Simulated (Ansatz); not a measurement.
Ansatz results at the PBE0-D4/def2-TZVP geometry: size of the dipole moment (ωB97M-V/def2-TZVPP) 1.38 D; HOMO–LUMO gap (PBE0/def2-TZVPP) 5.93 eV; LUMO energy (PBE0/def2-TZVPP) -2.03 eV.

Each molecule was computed in one conformer, which needn't be the lowest.

Q: Which molecule gave them?
A. `CBB(C)[SiH3]`
B. `C[Te]C(C)=N`
C. `FBN[SiH3]`
D. `BC(C)B[SiH3]`

A: D. The others give `C[Te]C(C)=N`: 2.40, 5.38, -0.71; `FBN[SiH3]`: 2.00, 8.71, 0.26; `CBB(C)[SiH3]`: 1.26, 5.53, -1.54.
